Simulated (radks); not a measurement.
Coulomb parameter of the 4d shell of the molybdenum ion Mo+ in the model configuration [Kr] 4d4 5p1, as a second difference U = [E(n + 1) + E(n - 1) - 2 E(n)] / (1)^2 with all orbitals relaxed. "Bare": the charge of the atom changes with n. "Screened": the 5p shell takes up the change at fixed total charge, which measures U(4d,4d) + U(5p,5p) - 2 U(4d,5p). All-electron calculation, scalar-relativistic Kohn-Sham, BLYP, spin-unpolarised, spherical densities, point nucleus. Program: a radial shooting solver on a logarithmic mesh with Libxc functionals.

case,configuration,E - E(n) (eV)
start,[Kr] 4d4 5p1,0.000
bare +1,[Kr] 4d5 5p1,-9.109
bare -1,[Kr] 4d3 5p1,19.037
screened +1,[Kr] 4d5,-5.336
screened -1,[Kr] 4d3 5p2,7.570

U(bare) = 9.928 eV, U(screened by 5p) = 2.235 eV, against the Slater integral F0(4d,4d) = 13.928 eV with frozen orbitals.
